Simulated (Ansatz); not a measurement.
A run for Ansatz (a program for electronic structure): R-r2SCAN/def2-TZVPP on H3IPbSi (SMILES [SiH3][Pb][I]), a point of a torsion scan. Elements past Kr take the def2 small-core potentials; no spin–orbit coupling.

Ansatz 0.2 input:
```yaml
crystal:
  periodic: [false, false, false]
  atoms:
    - {symbol: Si, position_ang: [-0.80244062, 0.00318709, -0.03419134]}
    - {symbol: Pb, position_ang: [1.44336998, 1.50215455, 0.05388732]}
    - {symbol: I, position_ang: [2.90689529, 0.07517748, -1.78844674]}
    - {symbol: H, position_ang: [-1.12761189, -0.57792568, 1.27377404]}
    - {symbol: H, position_ang: [-1.98410465, 0.80504737, -0.37384112]}
    - {symbol: H, position_ang: [-0.82079725, -1.11814591, -0.96631347]}
basis:
  gaussian:
    orbitals: def2-TZVPP
hamiltonian:
  xc: {name: r2SCAN}
scf: {lower_state_search: off}
```

The head of its log:

```
WARN ansatz: RAYON_NUM_THREADS=1 ignored (pool sized by the plan → 1); use --threads N
Functional definition: r2SCAN
these checks for a lower state are left out or cut short: stability, starts, cluster_reference, orbital_swaps, neighbouring_geometries, increment
integrals: 0.11 GiB planned
1214 factors; their error is unknown
mean field: 0.71 GiB planned
mean field evaluation 1: about -21280.5215 eV, gradient 2.1e1 eV
mean field evaluation 2: about -21277.8638 eV, gradient 3.5e1 eV
```

Task: What total energy does the run end on?

Result: -782.1130 hartree.
